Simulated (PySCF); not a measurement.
Molecule: `CC(C)(C)C(=O)O`, C$_{5}$H$_{10}$O$_{2}$.

Geometry:
```
atom   x (Å)   y (Å)   z (Å)
  C1  -0.504   1.305  -0.735
  C2  -0.407  -0.068  -0.078
  C3  -0.933  -1.155  -1.025
  C4  -1.200  -0.094   1.235
  C5   1.055  -0.363   0.228
  O6   1.986   0.355  -0.028
  O7   1.220  -1.548   0.836
  H8  -0.107   2.089  -0.074
  H9   0.072   1.339  -1.670
 H10  -1.555   1.538  -0.962
 H11  -0.375  -1.161  -1.974
 H12  -1.992  -0.964  -1.257
 H13  -0.853  -2.153  -0.570
 H14  -1.133  -1.077   1.722
 H15  -2.261   0.121   1.031
 H16  -0.831   0.667   1.939
 H17   2.173  -1.645   0.983
```

Geometry PBE0-D3(BJ)/def2-SVP throughout; GIAO in PySCF, gas phase, one conformer, non-relativistic; equivalent atoms averaged; functional PBE0.

(1) How do the absolute shieldings σ depend on the basis set? (ppm; last column core-seconds on shared hosts with different chips, so compare them loosely)

(2) Which nucleus moves most, in ppm?

(3) Taking the largest basis, def2-TZVP (277 functions), as the yardstick, rank the others by their worst heavy-atom deviation.

## Answers

(1) 
```
    basis set  functions     C5     C2  C1/C3/C4      O6     O7    H17  H8/H9/H10/H11/H12/H13/H14/H15/H16  core-s
       STO-3G         45  115.4  198.2     208.8   -53.6  215.2  27.47                              31.48     4.3
     pcSseg-0         83    0.0  154.2     162.3  -135.0  128.8  28.03                              31.32     8.5
        6-31G         83   25.1  160.6     171.0   -89.1  136.4  27.52                              31.19     9.1
       6-31G*        118   28.3  158.2     167.1   -52.2  150.8  26.91                              30.73      14
      cc-pVDZ        148   24.4  156.1     168.1   -61.1  153.6  26.56                              30.16      19
     def2-SVP        148   21.5  157.9     166.0   -61.5  154.3  26.32                              30.26      19
     pcSseg-1        169    2.2  146.2     155.6  -100.1  127.6  25.79                              30.06      17
6-311+G(2d,p)        249    5.8  146.6     158.9   -82.1  130.1  26.30                              30.35      41
  aug-cc-pVDZ        251   19.1  154.3     168.0   -55.0  148.7  25.94                              30.16      44
    def2-TZVP        277    4.5  146.6     158.2   -85.0  130.8  26.22                              30.32      48
```

(2) C5 (carboxylic acid carbon): from 0.0 ppm with pcSseg-0 to 115.4 ppm with STO-3G. The smallest spread is 1.43 ppm, at H8/H9/H10/H11/H12/H13/H14/H15/H16. Proton shifts span only some 12 ppm, so a few tenths of a ppm matter as much there as several ppm in carbon.

(3) 6-311+G(2d,p) 2.9 ppm (249 functions), pcSseg-1 15.1 ppm (169 functions), 6-31G 20.6 ppm (83 functions), def2-SVP 23.5 ppm (148 functions), cc-pVDZ 23.9 ppm (148 functions), aug-cc-pVDZ 30.0 ppm (251 functions), 6-31G* 32.8 ppm (118 functions), pcSseg-0 50.0 ppm (83 functions), STO-3G 110.9 ppm (45 functions).

A small basis that lands close on one nucleus may do so by chance; judge by the trend and by all nuclei.
